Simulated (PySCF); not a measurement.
**Computed properties of CHCl, SMILES [CH]Cl**

CHCl, SMILES [CH]Cl (connectivity only; charge and spin as stated), neutral, multiplicity 1. Geometry: ωB97X-D3(BJ)/def2-TZVPD. The isomer is the one that the SMILES or the coordinates give; other isomers of the formula were not compared. Other conformers were not sampled. All values are computed for the isolated molecule unless a solvent is named; none is compared with measurement here.

**Structure.** The optimised structure has Cs symmetry. All 3 harmonic modes at ωB97X-D3(BJ)/def2-TZVPD (PySCF) are real, so it is a minimum.

**Vibrations.** The strongest infrared lines (harmonic, unscaled, degenerate partners summed) lie at 850 cm⁻¹ (92 km/mol, C 72 %, Cl 26 %), 2967 cm⁻¹ (45 km/mol, H 92 %), 1237 cm⁻¹ (9 km/mol, H 91 %). The softest mode is at 850 cm⁻¹ and the zero-point energy is 7.2 kcal/mol.

**Electronic structure.** M06-2X/def2-TZVPD (PySCF) places the frontier levels at -8.35 and -2.17 eV, a gap of 6.18 eV, and gives a dipole moment of 1.53 D and a mean polarisability of 28.6 bohr³. PBE/def2-TZVPD (PySCF) at the same geometry gives -5.64 and -4.48 eV, so its gap is 5.02 eV narrower. An orbital gap is neither the optical nor the fundamental gap.

**Excitations.** TDA-M06-2X/def2-TZVPD (PySCF) has S1 at 1.63 eV (761 nm, f = 0.004, weak); the most intense of the 10 singlets computed lies at 7.07 eV (f = 0.18). T1 (TDA) is at 0.34 eV, 1.29 eV under S1. TDA-PBE/def2-TZVPD (PySCF) puts S1 at 1.83 eV.

**NMR.** GIAO shifts at PBE0/pcSseg-2 (PySCF) (non-relativistic, atoms alike by connectivity averaged): ¹³C at 1017.6 ppm against TMS; ¹H at 32.7 ppm against TMS. Without spin–orbit terms, shifts of atoms bonded to Cl or Br come out too high.

**Solvation.** SMD-M06-2X/def2-SVP (PySCF) gives -0.1 kcal/mol in water, -1.3 kcal/mol in tetrahydrofuran, -0.3 kcal/mol in toluene (1 M in both phases, gas-phase geometry); of these solvents tetrahydrofuran holds the molecule best.
